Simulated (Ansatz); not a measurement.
Frontier orbitals of `FB(F)[CH]1[O][GeH2]1`.

The species carries charge 0 and has multiplicity 1. Correlated methods include outer-core shells of Ge, which these sets cover unevenly. Scalar relativity is left out up to krypton. Geometry: relaxed with PBE0-D4/def2-TZVP. It is one conformer, not always the lowest. Basis def2-TZVPP, the Gaussian-basis code of Ansatz.

Orbital energies of one run (eV). Highest occupied ones, from the top: -6.58, -6.80, -9.11, -9.81, -9.99, -10.23, -10.52, -11.15, -11.99, -12.38, -13.12, -14.00, -14.33, -16.35. Empty: -2.35, -1.41, -0.56, -0.19, 0.78, 1.44.

Q: Which functional gave them?
A. CAM-B3LYP
B. LDA (SPW92)
C. HSE06 (plane-wave form)
D. LC-ωPBE

A: B. HOMO energies: LDA (SPW92) -6.58, CAM-B3LYP -8.89, LC-ωPBE -10.15, HSE06 -7.20 eV.

LC-ωPBE has ω = 0.4 bohr⁻¹.
